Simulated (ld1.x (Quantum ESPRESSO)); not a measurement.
Before and after: TM potential for B (Z = 5)

| Property | Result |
| --- | --- |
| Element | boron (B) |
| Generator | ld1.x (Quantum ESPRESSO) 7.5 |
| Type | norm-conserving Troullier–Martins (Kleinman–Bylander form) |
| Functional | PBE |
| Relativity | non-relativistic |
| Frozen core | [He] |
| Valence charge | 3 |
| Reference configuration | 2s2 2p0.5 (charge +0.5) |
| Partial waves | 2s (bound): rc 1.30 bohr; 2p (bound): rc 2.65 bohr |
| Local potential | the p channel |
| Core correction | none |

Change: all radii scaled by about 0.79 (s 1.02, p 2.10 bohr).

Cutoffs: the cutoffs (Ry, on a coarse ladder) from which the occupation-weighted sum of valence levels, in a spherical-Bessel basis at the reference potential, stays within 10 and 1 mRy of its value at 400 Ry; they do not see the model core or the augmentation charge, which bear on the density cutoff. Errors are all-electron minus pseudo energies relative to the spin-unpolarised reference configuration.

Problem. What does the change do?

Solution. The potential gets harder (21 Ry and 55 Ry → 50 Ry and 120 Ry); of the 7 tests that both files solve, the error grows in 2 and shrinks in 4 by more than 15 % and 0.3 meV (median size 17.2 → 12.8 meV); neither file shows a bound ghost. A smaller radius makes the pseudo-wave follow the all-electron one further in, where it bends more sharply, so more plane waves are needed.

| quantity | base | changed |
| --- | --- | --- |
| cutoff, loose | 21 Ry | 50 Ry |
| cutoff, tight | 55 Ry | 120 Ry |
| loose cutoff by channel (10 mRy a level) | s 18 Ry, p 15 Ry | s 25 Ry, p 18 Ry |
| bound ghosts | none | none |
| error for 2s2 2p1, meV [ΔE -2.89 eV] | +3.9 | +3.3 |
| error for 2s2 2p0, meV [ΔE 5.33 eV] | +19 | +13 |
| error for 2s1 2p0, meV [ΔE 30.75 eV] | +108 | +78 |
| error for 2s1 2p1, meV [ΔE 11.47 eV] | -30 | -7.3 |
| error for 2s1 2p2, meV [ΔE 2.96 eV] | +17 | +28 |
| error for 2s0 2p3, meV [ΔE 8.82 eV] | +14 | +70 |
| error for 2s2 2p1.3, meV [ΔE -3.63 eV] | +4.4 | +4.9 |
